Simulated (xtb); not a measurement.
C₄H₁₂Si, charge +1, doublet, at a GFN2-xTB geometry (a state made from the parent by changing its charge; the spin is typed, not shown lowest); xtb 6.7.1 with GFN-FF.

Here is a job for xtb.
```
$ xtb mol.xyz --gfnff --chrg 1 --uhf 1 --json

# file mol.xyz
17

C     -0.67711892    -1.08180973    -1.45041309
Si     0.00000000     0.00000000     0.00000000
C      0.21985601     1.71350242    -0.86491228
C     -1.24107524    -0.43088326     1.41653533
C      1.69833815    -0.20080944     0.89879004
H     -1.66124579    -0.75784599    -1.77610039
H     -0.74380925    -2.11493410    -1.12275818
H      0.00524492    -1.01545661    -2.29251058
H      0.49809965     2.45437331    -0.12137873
H     -0.71985364     2.00266353    -1.32587101
H      0.98814373     1.68771292    -1.63211453
H     -2.25393721    -0.24909667     1.06981413
H     -1.16238239    -1.46887464     1.72623150
H     -1.03598392     0.20261311     2.27430641
H      1.75059264    -1.18982003     1.34407518
H      2.49964681    -0.09034253     0.17432278
H      1.83548446     0.53900772     1.68198342
```

Task: Write the output that xtb gives for this input, abridged.

Result: 
```
   ID    Z sym.   atoms
    1    6 C      1, 3-5
    2   14 Si     2
    3    1 H      6-17

           -------------------------------------------------
          |                Calculation Setup                |
           -------------------------------------------------

          ==================== Thresholds ====================
          CN  :   150.00000
          rep :   500.00000
          disp:  2500.00000
          HB1 :   250.00000
          HB2 :   450.00000

          Pauling EN used:
          Z : 1  EN :  2.20
          Z : 6  EN :  2.55
          Z :14  EN :  1.90
          electric field strengths (au): 0.000

           -------------------------------------------------
          |           Force Field Initialization            |
           -------------------------------------------------

          distances ...
          ----------------------------------------
          generating topology and atomic info file ...
          pair mat ...
          computing topology distances matrix with Floyd-Warshall algo ...
          making topology EEQ charges ...
          #fragments for EEQ constrain: 1
          ----------------------------------------
          generating topology and atomic info file ...
          pair mat ...
          computing topology distances matrix with Floyd-Warshall algo ...
          making topology EEQ charges ...
          #fragments for EEQ constrain: 1
          rings ...
          # BATM   180
          # H in HB   12

  atom   neighbors  erfCN metchar sp-hybrid imet pi  qest     coordinates
    1  C       4    3.48   0.00         3    0    0  -0.096   -1.279569   -2.044324   -2.740884
    2  Si      4    3.45   0.03         3    0    0   0.135    0.000000    0.000000    0.000000
    3  C       4    3.48   0.00         3    0    0  -0.096    0.415468    3.238050   -1.634447
    4  C       4    3.48   0.00         3    0    0  -0.096   -2.345292   -0.814251    2.676864
    5  C       4    3.48   0.00         3    0    0  -0.096    3.209394   -0.379475    1.698467
    6  H       1    0.97   0.00         0    0    0   0.104   -3.139300   -1.432121   -3.356343
    7  H       1    0.97   0.00         0    0    0   0.104   -1.405596   -3.996646   -2.121705
    8  H       1    0.97   0.00         0    0    0   0.104    0.009911   -1.918935   -4.332217
    9  H       1    0.97   0.00         0    0    0   0.104    0.941272    4.638093   -0.229373
   10  H       1    0.97   0.00         0    0    0   0.104   -1.360326    3.784486   -2.505533
   11  H       1    0.97   0.00         0    0    0   0.104    1.867321    3.189315   -3.084249
   12  H       1    0.97   0.00         0    0    0   0.104   -4.259324   -0.470724    2.021656
   13  H       1    0.97   0.00         0    0    0   0.104   -2.196584   -2.775771    3.262105
   14  H       1    0.97   0.00         0    0    0   0.104   -1.957726    0.382883    4.297816
   15  H       1    0.97   0.00         0    0    0   0.104    3.308141   -2.248434    2.539934
   16  H       1    0.97   0.00         0    0    0   0.104    4.723648   -0.170723    0.329422
   17  H       1    0.97   0.00         0    0    0   0.104    3.468563    1.018577    3.178488

          #atoms :   17
          #bonds :   16
          #angl  :   30
          #tors  :   36
          #nmol  :   1
          #optfrag :   1
           -------------------------------------------------
          |                   G F N - F F                   |
          |          A general generic force-field          |
          |                  Version 1.0.3                  |
           -------------------------------------------------
          Number of HB bonds (bound hydrogen)     0
          Number of HB bonds (unbound hydrogen)   0
          Number of XB bonds                      0

         :::::::::::::::::::::::::::::::::::::::::::::::::::::
         ::                     SUMMARY                     ::
         :::::::::::::::::::::::::::::::::::::::::::::::::::::
         :: total energy              -0.983896519552 Eh    ::
         :: gradient norm              0.032694837110 Eh/a0 ::
         ::.................................................::
         :: bond energy               -2.406253268839 Eh    ::
         :: angle energy               0.015376916954 Eh    ::
         :: torsion energy             0.000052704766 Eh    ::
         :: repulsion energy           0.093012357003 Eh    ::
         :: electrostat energy         1.322352193781 Eh    ::
         :: dispersion energy         -0.008272849726 Eh    ::
         :: HB energy                  0.000000000000 Eh    ::
         :: XB energy                  0.000000000000 Eh    ::
         :: bonded atm energy         -0.000164573491 Eh    ::
         :: external energy            0.000000000000 Eh    ::
         :: add. restraining           0.000000000000 Eh    ::
         :: total charge               1.000000000000 e     ::
         :::::::::::::::::::::::::::::::::::::::::::::::::::::

           -------------------------------------------------
          |                Property Printout                |
           -------------------------------------------------

molecular dipole:
                 x           y           z       tot (Debye)
 q only:        0.000       0.000      -0.000       0.000

           -------------------------------------------------
          | TOTAL ENERGY               -0.983896519552 Eh   |
          | GRADIENT NORM               0.032694837110 Eh/α |
           -------------------------------------------------
########################################################################
[WARNING] Runtime exception occurred
-1- gfnff_setup: Could not read topology file.
########################################################################

normal termination of xtb
```
